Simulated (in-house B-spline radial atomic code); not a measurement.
Successive ionisation energies of rhodium; each step leads to the configuration of the next row (after the last: [Ne] 3s2 3p6). Dirac energy differences include first-order Breit, QED and recoil terms. NIST's values go from ground level to ground level; the uncertainty of those that are theory runs from under 0.1 % in few-electron ions to several per cent in heavy many-electron ones. Computed with a B-spline radial code for spherical atoms: Dirac-Hartree-Fock, jj configuration that fills j = l - 1/2 first, finite nuclei.

A number in brackets counts the electrons of a j subshell.

```csv
ion,configuration,ionisation energy (eV),tabulated value (eV),computed minus tabulated (eV),highest orbital,largest mean radius (bohr)
Rh18+,[Ar] 3d3/2(4) 3d5/2(5),798.2,794,4.2,3d5/2,0.38217
Rh19+,[Ar] 3d3/2(4) 3d5/2(4),859.7,857,2.7,3d5/2,0.37827
Rh20+,[Ar] 3d3/2(4) 3d5/2(3),922.8,921,1.8,3d5/2,0.37479
Rh21+,[Ar] 3d3/2(4) 3d5/2(2),987.5,984,3.5,3d5/2,0.37162
Rh22+,[Ar] 3d3/2(4) 3d5/2(1),1053.8,1061,-7.2,3d5/2,0.36847
Rh23+,[Ar] 3d3/2(4),1130.7,1131,-0.3,3d3/2,0.36533
Rh24+,[Ar] 3d3/2(3),1200.3,1202,-1.7,3d3/2,0.36218
Rh25+,[Ar] 3d3/2(2),1271.5,1274,-2.5,3d3/2,0.35906
Rh26+,[Ar] 3d3/2(1),1344.2,1344,0.2,3d3/2,0.35597
```
